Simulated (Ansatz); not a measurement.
Reaction (redistribution): `CBC[SiH2]O` + `O[Si](F)(F)F` → `CB[Si](F)(F)F` + `OC[SiH2]O`

Isolated molecules relaxed with PBE0-D4/def2-TZVP in Ansatz; ΔE leaves out vibrations. CBS: MP2 limit from def2 TZ/QZ plus the TZ coupled-cluster correction, frozen cores. DFT in def2-TZVPP. Each species was taken in one conformer, which may not be the lowest.

`CBC[SiH2]O`:

Cartesian coordinates in Å:
```
C 1.526 0.883 1.370
B 1.265 -0.216 0.295
C -0.096 -0.927 0.121
Si -1.190 0.009 -1.069
O -2.603 -0.840 -1.155
H 1.911 1.796 0.899
H 2.339 0.550 2.028
H 0.666 1.142 1.991
H 2.161 -0.491 -0.461
H -0.685 -0.969 1.046
H -0.018 -1.928 -0.316
H -1.440 1.394 -0.580
H -0.560 0.112 -2.415
H -3.277 -0.515 -1.754
```

`O[Si](F)(F)F`:

```xyz
6

O     1.178   -0.453   -0.171
Si   -0.324    0.107   -0.117
F    -0.402    1.554    0.493
F    -1.272   -0.801    0.747
F    -0.867    0.149   -1.584
H     1.687   -0.555    0.633
```

`CB[Si](F)(F)F`:

Cartesian coordinates in Å:
```
C -1.005 0.837 -0.883
B 0.264 -0.019 -0.686
Si 0.854 -0.691 1.113
F -0.073 -0.208 2.305
F 2.320 -0.199 1.462
F 0.865 -2.275 1.177
H -1.347 1.401 -0.015
H -1.006 1.462 -1.778
H -1.778 0.064 -1.062
H 0.905 -0.372 -1.634
```

`OC[SiH2]O`:

Cartesian coordinates in Å:
```
O -0.012 -0.632 -1.753
C -0.023 -1.043 -0.392
Si 0.452 0.391 0.729
O -0.439 1.704 0.252
H -0.454 0.222 -1.809
H 0.697 -1.862 -0.298
H -1.003 -1.459 -0.108
H 0.189 0.061 2.160
H 1.872 0.764 0.531
H -1.279 1.854 0.687
```

CCSD(T)/CBS gives +274.6 kJ/mol.

(1) Another level gave +280.0 kJ/mol. Which?
A. r2SCAN/def2-TZVPP
B. PBE0/def2-TZVPP
C. HF/def2-TZVPP
D. CAM-B3LYP-D4/def2-TZVPP

(2) What do rigid-rotor, harmonic-oscillator terms from PBE0-D4/def2-TZVP frequencies (298.15 K, 1 bar) make of the CCSD(T)/CBS value? (An estimate is asked.)

Largest T1 diagnostic among the species: 0.012.

Answers

(1) C. HF/def2-TZVPP 280.0, PBE0 258.8, r2SCAN 272.4, CAM-B3LYP-D4 264.4 kJ/mol.

(2) Ansatz gave: ΔZPE = +1.0 kJ/mol, ΔH = +275.9 kJ/mol, ΔS = 2 J/(mol·K), ΔG = +275.5 kJ/mol. Modes under 50 cm⁻¹ make the entropy rough.

From PBE to PBE0 (25 % exact exchange), in def2-TZVPP and without D4, ΔE moves by +15.1 kJ/mol. At CCSD(T), def2-SVP lies −25.5 kJ/mol from the extrapolated value and def2-TZVPP −0.9 kJ/mol. Leaving LDA and LC-ωPBE aside and taking each functional with its dispersion term where it has one, the values, not all of them listed here, spread over 36.6 kJ/mol, from revPBE-D4 to r2SCAN0-D4. LDA lies +13.1 kJ/mol from PBE without D4.
